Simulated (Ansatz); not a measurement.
Input file for Ansatz (a first-principles code): R-MP2/def2-TZVPP on CH6InNO (SMILES C[O][InH][NH2]), a point of a torsion scan. Elements past Kr take the def2 small-core potentials; no spin–orbit coupling. The run froze 12 orbitals, filled d shells among them.

Ansatz 0.2 input:
```yaml
crystal:
  periodic: [false, false, false]
  atoms:
    - {symbol: C, position_ang: [-1.52980649, -0.09781986, 0.18499415]}
    - {symbol: O, position_ang: [-1.95999801, -1.20019358, -0.56729769]}
    - {symbol: In, position_ang: [-3.82143998, -1.68289534, -0.98970983]}
    - {symbol: N, position_ang: [-5.22251518, -0.33565401, -0.29427727]}
    - {symbol: H, position_ang: [-0.96846158, -0.45079993, 1.05676299]}
    - {symbol: H, position_ang: [-0.87149551, 0.52835883, -0.42774741]}
    - {symbol: H, position_ang: [-2.36363479, 0.52233366, 0.54545156]}
    - {symbol: H, position_ang: [-3.81946641, -3.18485059, -1.78018949]}
    - {symbol: H, position_ang: [-4.95477106, 0.59241503, -0.61736063]}
    - {symbol: H, position_ang: [-6.15709947, -0.50609028, -0.65222773]}
basis:
  gaussian:
    orbitals: def2-TZVPP
magnetization: {spin_polarized: false}
correlation: {method: mp2, electrons: outside_noble_gas}
scf: {lower_state_search: off}
```

Output:

```
WARN ansatz: RAYON_NUM_THREADS=1 ignored (pool sized by the plan → 1); use --threads N
Functional definition: HF
these checks for a lower state are left out or cut short: stability, starts, cluster_reference, orbital_swaps, neighbouring_geometries, increment
integrals: 0.45 GiB planned
1530 factors; integrals over basis functions are off by at most 8.8e-4 eV
mean field: 0.71 GiB planned
mean field evaluation 1: about -9788.7039 eV, gradient 5.2e1 eV
mean field evaluation 2: about -9788.8222 eV, gradient 5.3e1 eV
mean field evaluation 4: about -9794.5187 eV, gradient 3.9e0 eV
mean field evaluation 8: about -9794.5803 eV, gradient 4.1e-1 eV
mean field -9794.58076940 eV, -359.9442042702 hartree, gradient 3.5e-6 eV, S^2 0.000000; 0 other end points of the search recorded, 0 dependent functions left out
12 core orbitals not correlated, not the lowest: weight in the atoms' cores, before any rotation towards them, 0.809 or more for the frozen orbitals, at most 0.190 for the correlated occupied ones
reference -9794.58076940 eV, -359.9442042702 hartree; 12, 12 occupied and 203, 203 virtual orbitals, 1530 factors
second order -19.45700150 eV of doubles, -0.00000000 eV of singles
Total energy: -9814.03777090 eV, -360.6592358868 hartree
Checks for a lower state left out: stability, starts, cluster_reference, orbital_swaps, neighbouring_geometries, increment
```

Self-consistency was reached.

Cost: roughly 9 core-seconds.
